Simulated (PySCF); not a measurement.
# SnO at RHF-CCSD(T)

Level: RHF-CCSD(T). Sn cc-pVDZ-PP with ECP28, O cc-pVDZ; scalar-relativistic core potentials (PySCF 2.14).

| Property | Result |
| --- | --- |
| state | ¹Σ⁺ (singlet), closed shell |
| bond length | 1.878 Å |
| harmonic wavenumber | 769 cm⁻¹ |
| force constant | 4.91 mdyn/Å |
| rotational constant Be | 0.3388 cm⁻¹ |
| anharmonicity ωexe | 3.88 cm⁻¹ |
| vibration–rotation constant αe | 0.00209 cm⁻¹ |
| well depth De to Sn + O | 4.77 eV |
| dissociation energy D0 | 4.72 eV |

Correlated steps freeze 5 core orbitals. Correlated levels converge slowly with the basis: in double zeta they bind strong bonds too weakly, by up to about 1 eV, and carry superposition errors of some tenths. These are scalar-relativistic numbers at best; spin–orbit coupling would shift them, the dissociation energy most. Where the molecule has an RHF reference, its open-shell atoms are computed with UHF. The CCSD T1 diagnostic is raised, a sign that a single reference may not be enough here.
